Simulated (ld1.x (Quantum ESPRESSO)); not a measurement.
# What one change does to a pseudopotential (Ru, TM)

ld1.x (Quantum ESPRESSO) 7.5 input, shortened:

```
&input
   title='Ru', zed=44., rel=2, dft='BP', iswitch=3,
   config='[Kr] 4d7 5s1 5p0', rel_dist='average'
 /
 &inputp
   pseudotype=2, tm=.true., lloc=0,
   nlcc=.false.
 /
3
4P  2  1   6.00   0.00  1.95  1.95  0.0
4D  3  2   7.00   0.00  2.00  2.00  0.0
5S  1  0   1.00   0.00  2.25  2.25  0.0
 &test
   configts(1)='4p6 4d7 5s1 5p0'
 /
```

Open shells are filled in proportion to 2j + 1 (rel_dist='average').

All-electron outer shells of the reference configuration (BP86, scalar-relativistic, ld1.x):

```
shell  level (eV)  outermost node (bohr)  outermost maximum (bohr)
   3d     -273.38                      –                      0.30
   4s      -76.54                   0.48                      0.92
   4p      -46.56                   0.49                      0.98
   4d       -5.34                   0.48                      1.21
   5s       -4.43                   1.24                      2.73
   5p       -0.99                   1.41                      3.87
```

Change: wave 5s (bound): rc 2.25 bohr becomes 5s (bound): rc 1.92 bohr.

Cutoffs: the cutoffs (Ry, on a coarse ladder) from which the occupation-weighted sum of valence levels, in a spherical-Bessel basis at the reference potential, stays within 10 and 1 mRy of its value at 400 Ry; they do not see the model core or the augmentation charge, which bear on the density cutoff. Errors are all-electron minus pseudo energies relative to the spin-unpolarised reference configuration.

What does the change do?

The potential gets neither clearly harder nor softer (45 Ry and 70 Ry → 45 Ry and 70 Ry); the d channel sets the loose cutoff, while the largest relative change is in s, which becomes harder; the number of tests that count goes from 6 to 7; of the 6 tests that both files solve, the error grows in 0 and shrinks in 5 by more than 15 % and 0.3 meV (median size 176.9 → 89.4 meV); neither file shows a bound ghost at the reference potential, the only one tested. Less of the atom is replaced, so other configurations are described better.

```csv
quantity,base,changed
"cutoff, loose",45 Ry,45 Ry
"cutoff, tight",70 Ry,70 Ry
loose cutoff by channel (10 mRy a level),"p 30 Ry, d 40 Ry, s 6 Ry","p 30 Ry, d 40 Ry, s 18 Ry"
bound ghosts,none,none
"tests counted (converged, no solver errors)",6 of 7,7 of 7
"error for 4p6 4d7 5s0 5p0, meV [ΔE 7.47 eV]",-9.5,-2.4
"error for 4p6 4d6 5s0 5p0, meV [ΔE 25.77 eV]",-61,-49
"error for 4p6 4d5 5s0 5p0, meV [ΔE 56.48 eV]",-287,-242
"error for 4p6 4d4 5s0 5p0, meV [ΔE 101.06 eV]",-681,-592
"error for 4p6 4d6 5s2 5p0, meV [ΔE 1.64 eV]",-67,-11
"error for 4p5 4d7 5s1 5p0, meV [ΔE 52.60 eV]",-287,-130
```

Base: Tests not counted: 4p6 4d7 5s0 5p1 (pseudo-atom not self-consistent, printed error -442 meV). These tests converged, but a pseudo level misses the all-electron one widely, so the file describes the atom poorly there or has found another state: 4p6 4d5 5s0 5p0: empty 5p by 2.7 eV; 4p6 4d4 5s0 5p0: empty 5p by 3.9 eV (a node warning on the way). ld1.x printed “convergence not achieved” for 2 of the counted tests; their residual had stalled under 1e-8, short of the target of 1e-14. Changed file: These tests converged, but a pseudo level misses the all-electron one widely, so the file describes the atom poorly there or has found another state: 4p6 4d5 5s0 5p0: empty 5p by 2.3 eV; 4p6 4d4 5s0 5p0: empty 5p by 3.3 eV (a node warning on the way). ld1.x printed “convergence not achieved” for 2 of the counted tests; their residual had stalled under 1e-8, short of the target of 1e-14.
